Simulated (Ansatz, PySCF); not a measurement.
Species: C3H7N (charge 0, singlet). 
Geometry from a B3LYP-D3(BJ)/def2-TZVP (Ansatz, a program for electronic structure) optimisation:
SMILES: NC1CC1
```xyz
11

C     -0.8497    -0.8470     0.0764
C     -1.0015     0.6153    -0.2526
C      0.2265     0.1266     0.4582
N      1.4480     0.0820    -0.3035
H     -0.6250    -1.5170    -0.7419
H     -1.4652    -1.2665     0.8604
H     -1.7210     1.1983     0.3059
H     -0.8762     0.9048    -1.2868
H      0.2917     0.3716     1.5171
H      1.9213     0.9779    -0.2898
H      2.0862    -0.6120     0.0679
```

Dipole moments at this geometry, in debye (magnitudes).

```
level                 program  dipole (D)
--------------------  -------  ----------
HF/def2-TZVPD           PySCF        1.29
BLYP/def2-TZVPD        Ansatz        1.20
revPBE/def2-TZVPD      Ansatz        1.18
r2SCAN/def2-TZVPD      Ansatz        1.21
B97M-V/def2-TZVPD      Ansatz        1.19
B3LYP/def2-TZVPD       Ansatz        1.22
TPSSh/def2-TZVPD        PySCF        1.21
r2SCAN0/def2-TZVPD     Ansatz        1.24
M06-2X/def2-TZVPD       PySCF        1.24
CAM-B3LYP/def2-TZVPD    PySCF        1.26
LC-wPBE/def2-TZVPD     Ansatz        1.28
wB97M-V/def2-TZVPD     Ansatz        1.24
wB97X-V/def2-TZVPD     Ansatz        1.25
CCSD(T)/aug-cc-pVDZ    Ansatz        1.24
```

Measured: 1.19 D (NIST CCCBDB, as tabulated in the package chemicals), a vibrational average, which may belong to another conformer or a mix. This is an older compilation, not checked against later work.
